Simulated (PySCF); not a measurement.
SMILES [F][Sn]([F])([Cl])[Cl], CAM-B3LYP/def2-SVP optimised geometry.

```
5

F      1.33    -1.08     0.00
Sn    -0.57    -1.08     0.00
F     -1.07    -1.93     1.63
Cl    -1.34    -2.33    -1.77
Cl    -1.33     1.08     0.00
```

Density from PySCF with CAM-B3LYP/def2-TZVP, def2 effective core potentials past Kr at that geometry. The core electrons that the potentials of Sn replace are not part of the density.

Minimum of the electron density along straight lines between bonded atoms, close to the bond critical point (lines longer than 1.1 times the sum of covalent radii, or with two minima, are not listed):

```csv
bond,length / Å,ρ at the minimum / e bohr⁻³,∇²ρ there / e bohr⁻⁵,position (fraction from the first atom)
F1–Sn2,1.906,0.127,0.62,0.48
Sn2–F3,1.906,0.127,0.62,0.52
Sn2–Cl4,2.297,0.096,0.18,0.48
Sn2–Cl5,2.297,0.096,0.18,0.48
```
